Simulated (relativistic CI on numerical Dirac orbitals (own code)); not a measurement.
# Mo⁺: L2,3 absorption edge

Computed with this model: Dirac-Coulomb-Breit CI, orbitals from a KLI potential per configuration, a model potential for QED, valence Slater integrals scaled by 0.8, multiplet model of core-to-valence dipole absorption; configurations [Kr] 4d5 → [He] 2s2 2p5 3s2 3p6 3d10 4s2 4p6 4d6; 80 K; Lorentzian 1.6 eV and Gaussian 0.5 eV FWHM. Energies are those of the free ion, without screening or charge transfer. The branching ratio is the share of the lower-energy edge in the whole absorption, uncertain by about 0.02 where the edges overlap. S is read from ⟨S²⟩ = S(S + 1).

Field parameters in Wybourne normalisation: Oh B⁴₀ = 21Dq, B⁴₄ = √(5/14) B⁴₀. The field is a parameter set, without covalency.

free ion: ground-state S = 2.50, centroid 2553.84 eV, branching ratio 0.702. Peaks (eV, height): 2522.5 (100), 2627.5 (42).

Oh, 10Dq = 7750 cm⁻¹: ground-state S = 2.49, centroid 2553.46 eV, branching ratio 0.706. Peaks (eV, height): 2522.5 (100), 2627.5 (41).

Oh, 10Dq = 12100 cm⁻¹: ground-state S = 2.48, centroid 2552.38 eV, branching ratio 0.716. Peaks (eV, height): 2522.0 (98), 2523.0 (100), 2627.0 (40), 2628.2 (37).

Oh, 10Dq = 16450 cm⁻¹: ground-state S = 0.53, centroid 2544.00 eV, branching ratio 0.794. Peaks (eV, height): 2522.5 (100), 2627.5 (31).

Oh, 10Dq = 20750 cm⁻¹: ground-state S = 0.51, centroid 2545.54 eV, branching ratio 0.781. Peaks (eV, height): 2520.8 (43), 2522.8 (100), 2627.8 (35).

Oh, 10Dq = 25100 cm⁻¹: ground-state S = 0.51, centroid 2546.47 eV, branching ratio 0.774. Peaks (eV, height): 2520.5 (41), 2523.0 (100), 2628.0 (37).

The statistical ratio of this edge is 2/3 = 0.667. Values above it arise where the holes sit mainly in the j = l + 1/2 valence subshell or the ground state has high spin; values below it where core-valence Coulomb terms move weight to the upper edge, as in nearly empty shells. At deep edges of heavy elements the radial integrals of the two core levels differ, which raises the baseline.

Strongest unbroadened transitions for free ion:

| Energy (eV) | Relative strength |
| --- | --- |
| 2522.22 | 37.9 |
| 2522.30 | 22.0 |
| 2522.38 | 23.8 |
| 2522.44 | 100.0 |
| 2522.49 | 86.9 |
| 2522.50 | 33.9 |
| 2522.65 | 7.8 |
| 2522.81 | 54.0 |
| 2522.96 | 8.8 |
| 2523.03 | 0.6 |
| 2524.61 | 0.7 |
| 2524.87 | 0.3 |
| 2627.37 | 14.7 |
| 2627.38 | 41.4 |
| 2627.41 | 2.7 |
| 2627.71 | 7.1 |
| 2627.75 | 26.2 |
| 2627.76 | 67.6 |
